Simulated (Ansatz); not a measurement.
Compare A (`C1CSC[SiH2]1`) with its isomer B (`C[SiH2]CC=S`).

Isolated molecules relaxed with PBE0-D4/def2-TZVP in Ansatz; ΔE leaves out vibrations. CCSD(T)/CBS adds triple-zeta CCSD(T) − MP2 to the extrapolated MP2 energy (def2 sets, frozen cores). Functionals use def2-TZVPP. B3LYP here is the variant with VWN-RPA as its local correlation; programs differ in this. One conformer a species, not always the lowest.

(1) Which is lower in electronic energy at CCSD(T)/CBS, and by how much? (Best estimate.)

(2) Give E(B) − E(A) in kcal/mol with PBE0-D4, B3LYP, MP2/def2-TZVPP, BLYP-D4, B2PLYP, r2SCAN-D4, B3LYP-D4. (Estimate.)

(3) Does the order hold for the free energy at 298.15 K (harmonic terms from PBE0-D4)? (Estimate.)

Largest T1 diagnostic: 0.015.

Results:

(1) The calculation gave: A, by 11.5 kcal/mol.

(2) Ansatz gave: PBE0-D4 14.3, B3LYP 7.0, MP2/def2-TZVPP 12.0, BLYP-D4 5.9, B2PLYP 8.6, r2SCAN-D4 10.7, B3LYP-D4 8.5. None reverses the order clearly.

(3) Ansatz gave: Yes: G(B) − G(A) = +8.1 kcal/mol, for one conformer each. Modes under 60 cm⁻¹, often nearly free rotors, make the harmonic entropy too high.

From r2SCAN to r2SCAN0 (25 % exact exchange), in def2-TZVPP and without D4, E(B) − E(A) moves by +2.6 kcal/mol. At CCSD(T), def2-SVP lies −3.6 kcal/mol from the extrapolated value and def2-TZVPP −1.2 kcal/mol.
